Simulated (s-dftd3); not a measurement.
Cl₂In, doublet, geometry from GFN2-xTB (such geometries of metal compounds can be far from the true shape) (the spin is typed, not shown lowest); D3(zero) for b97d (s-dftd3).

The s-dftd3 input:
```
$ s-dftd3 mol.xyz --zero b97d --json dftd3.json --noedisp --grad

# file mol.xyz
3

In     0.34757531    -0.02025724     0.39100460
Cl     1.00831653     0.38636565    -1.88660393
Cl    -2.01015125    -0.32797714     0.75959066
```

It wrote (shortened):

```
-----------------------------------
 s i m p l e   D F T - D 3  v1.4.0
-----------------------------------

Zero (Chai-Head-Gordon) damping: b97d-D3(0)
--------------------
  s6         1.0000
  s8         0.9090
  s9         0.0000
 rs6         0.8920
 rs8         1.0000
 alp        14.0000
--------------------

Dispersion energy:      -1.1438637685379E-03 Eh

Gradient norm:           5.9519444763801E-04 Eh/a0
--------------------------------------------------
     #    Z           dE/dx      dE/dy      dE/dz
--------------------------------------------------
     1   49 In   -2.875E-04  1.675E-05 -3.234E-04
     2   17 Cl    2.852E-04  2.510E-05  3.768E-05
     3   17 Cl    2.272E-06 -4.185E-05  2.857E-04
--------------------------------------------------

Virial:
--------------------------------------------------
      component           x          y          z
--------------------------------------------------
          x       3.460E-04  2.178E-04 -1.226E-03
          y       2.178E-04  4.363E-05 -1.372E-04
          z      -1.226E-03 -1.372E-04  3.683E-05
--------------------------------------------------

[Info] JSON dump of results written to 'dftd3.json'
```
